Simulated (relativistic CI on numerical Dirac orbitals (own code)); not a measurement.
# Calculated levels, Ce29+

Method of calculation: Dirac-Coulomb-Breit CI, separate exchange-only KLI orbitals for each configuration, model QED (radiative potential, 1s self-energy scaled to tabulated hydrogen-like ionisation energies), unscaled Slater integrals (own radial code, finite nucleus).

Configurations in the expansion (outside the closed core [Ar]): 3d¹⁰4s, 3d¹⁰4p, 3d¹⁰4d, 3d¹⁰4f, 3d¹⁰5s, 3d¹⁰5p, 3d¹⁰5d, 3d¹⁰5f, 3d¹⁰5g, 3d⁹4p², 3d¹⁰6s, 3d¹⁰6p, 3d¹⁰6d, 3d⁸4s4p², 3d⁹4s², 3d¹⁰6f. Levels of other configurations are missing.

The lowest level is 3d¹⁰4s ²S1/2, with 100 % of that term; Hund's rules for 3d¹⁰4s give ²S with J = 1/2, in agreement.

```
No.  Configuration  Term    J   E (eV)    %  Next component (%)              jj configuration (%)
  1         3d¹⁰4s    ²S  1/2    0.000  100                                              4s (100)
  2         3d¹⁰4p   ²P°  1/2   61.377  100                                           4p1/2 (100)
  3         3d¹⁰4p   ²P°  3/2   88.581  100                                           4p3/2 (100)
  4         3d¹⁰4d    ²D  3/2  187.323  100                                           4d3/2 (100)
  5         3d¹⁰4d    ²D  5/2  192.849  100                                           4d5/2 (100)
  6         3d¹⁰4f   ²F°  5/2  298.419  100                                           4f5/2 (100)
  7         3d¹⁰4f   ²F°  7/2  299.348  100                                           4f7/2 (100)
  8         3d¹⁰5s    ²S  1/2  453.819  100                                              5s (100)
  9         3d¹⁰5p   ²P°  1/2  482.818  100                                           5p1/2 (100)
 10         3d¹⁰5p   ²P°  3/2  495.220  100                                           5p3/2 (100)
 11         3d¹⁰5d    ²D  3/2  541.181  100                                           5d3/2 (100)
 12         3d¹⁰5d    ²D  5/2  543.794  100                                           5d5/2 (100)
 13         3d¹⁰5f   ²F°  5/2  589.987  100                                           5f5/2 (100)
 14         3d¹⁰5f   ²F°  7/2  590.581  100                                           5f7/2 (100)
 15         3d¹⁰5g    ²G  7/2  610.165  100                                           5g7/2 (100)
 16         3d¹⁰5g    ²G  9/2  610.385  100                                           5g9/2 (100)
 17         3d¹⁰6s    ²S  1/2  674.410  100                                              6s (100)
 18         3d¹⁰6p   ²P°  1/2  690.301  100                                           6p1/2 (100)
 19         3d¹⁰6p   ²P°  3/2  697.027  100                                           6p3/2 (100)
 20         3d¹⁰6d    ²D  3/2  722.163  100                                           6d3/2 (100)
 21         3d¹⁰6d    ²D  5/2  723.618  100                                           6d5/2 (100)
 22         3d⁹4s²    ²D  5/2  742.776   99         1 3d⁹4p² ²D                      3d5/2^5 (99)
 23         3d¹⁰6f   ²F°  5/2  748.463  100                                           6f5/2 (100)
 24         3d¹⁰6f   ²F°  7/2  748.835  100                                           6f7/2 (100)
 25         3d⁹4s²    ²D  3/2  762.233   99         1 3d⁹4p² ²D              3d3/2^3 3d5/2^6 (99)
 26     3d⁹4p²(1S)    ²D  5/2  866.269   30               25 ⁴D              3d5/2^5 4p1/2^2 (97)
 27     3d⁹4p²(3P)    ⁴F  3/2  885.909   38               34 ⁴D      3d3/2^3 3d5/2^6 4p1/2^2 (81)
 28     3d⁹4p²(3P)    ⁴D  7/2  888.456   55               35 ⁴F          3d5/2^5 4p1/2 4p3/2 (99)
 29     3d⁹4p²(3P)    ²F  5/2  891.112   47               24 ⁴P          3d5/2^5 4p1/2 4p3/2 (99)
 30     3d⁹4p²(3P)    ²D  3/2  891.236   44               32 ²P          3d5/2^5 4p1/2 4p3/2 (83)
 31     3d⁹4p²(1D)    ²G  9/2  892.340   61               39 ⁴F         3d5/2^5 4p1/2 4p3/2 (100)
 32     3d⁹4p²(1D)    ²P  3/2  893.671   51               40 ²D          3d5/2^5 4p1/2 4p3/2 (98)
 33     3d⁹4p²(1D)    ²D  5/2  893.903   58               30 ⁴P          3d5/2^5 4p1/2 4p3/2 (98)
 34     3d⁹4p²(1D)    ²S  1/2  893.919   46               40 ²P          3d5/2^5 4p1/2 4p3/2 (98)
 35     3d⁹4p²(1D)    ²F  7/2  894.726   62               19 ⁴F          3d5/2^5 4p1/2 4p3/2 (97)
 36     3d⁹4p²(3P)    ⁴D  1/2  906.766   82               10 ²P  3d3/2^3 3d5/2^6 4p1/2 4p3/2 (97)
 37     3d⁹4p²(3P)    ⁴F  3/2  909.707   48               23 ⁴D  3d3/2^3 3d5/2^6 4p1/2 4p3/2 (97)
 38     3d⁹4p²(3P)    ⁴F  5/2  910.078   54               20 ²D  3d3/2^3 3d5/2^6 4p1/2 4p3/2 (99)
 39     3d⁹4p²(1D)    ²G  7/2  912.006   59               19 ⁴F  3d3/2^3 3d5/2^6 4p1/2 4p3/2 (98)
 40     3d⁹4p²(1D)    ²P  1/2  913.226   51               36 ⁴P  3d3/2^3 3d5/2^6 4p1/2 4p3/2 (97)
 41     3d⁹4p²(1D)    ²F  5/2  914.103   47               24 ⁴D  3d3/2^3 3d5/2^6 4p1/2 4p3/2 (94)
 42     3d⁹4p²(1D)    ²D  3/2  914.900   45               36 ⁴P  3d3/2^3 3d5/2^6 4p1/2 4p3/2 (95)
 43     3d⁹4p²(3P)    ⁴F  9/2  919.150   61               39 ²G             3d5/2^5 4p3/2^2 (100)
 44     3d⁹4p²(1D)    ²F  7/2  919.923   71               24 ⁴D              3d5/2^5 4p3/2^2 (95)
 45     3d⁹4p²(3P)    ²P  1/2  920.187   76               19 ²S              3d5/2^5 4p3/2^2 (96)
 46     3d⁹4p²(1D)    ²D  5/2  922.176   77               10 ⁴D              3d5/2^5 4p3/2^2 (95)
 47     3d⁹4p²(3P)    ²P  3/2  922.285   62               28 ²D              3d5/2^5 4p3/2^2 (95)
 48     3d⁹4p²(1S)    ²D  5/2  929.533   72               14 ²F              3d5/2^5 4p3/2^2 (96)
 49     3d⁹4p²(1D)    ²D  3/2  938.243   37               25 ⁴D      3d3/2^3 3d5/2^6 4p3/2^2 (99)
 50     3d⁹4p²(3P)    ⁴P  1/2  939.075   56               22 ²P     3d3/2^3 3d5/2^6 4p3/2^2 (100)
 51     3d⁹4p²(3P)    ²F  7/2  939.472   39               34 ²G      3d3/2^3 3d5/2^6 4p3/2^2 (99)
 52     3d⁹4p²(1D)    ²F  5/2  940.164   44               23 ²D      3d3/2^3 3d5/2^6 4p3/2^2 (95)
 53     3d⁹4p²(1S)    ²D  3/2  948.921   77               12 ⁴F      3d3/2^3 3d5/2^6 4p3/2^2 (97)
```

Energies count from the lowest computed level; ° marks odd parity. Percentages are summed over parent terms; the parents shown are those of the largest component, closed shells are left out there. Filled j subshells are mostly left out of the jj labels.

The mean weight of the leading LS term, summed over parents, in these 53 levels is 76 %, and that of the leading jj configuration (from the same eigenvectors) 98 %, so jj coupling describes them better and the LS labels are nominal.

At this charge energies of transitions that change n are usually good to better than 1 %, and those within a shell (Δn = 0) to a few per cent.

LS names give the leading component of a level, which can be under half, so a name can repeat, a term be missing and a line seem to break the LS rules.
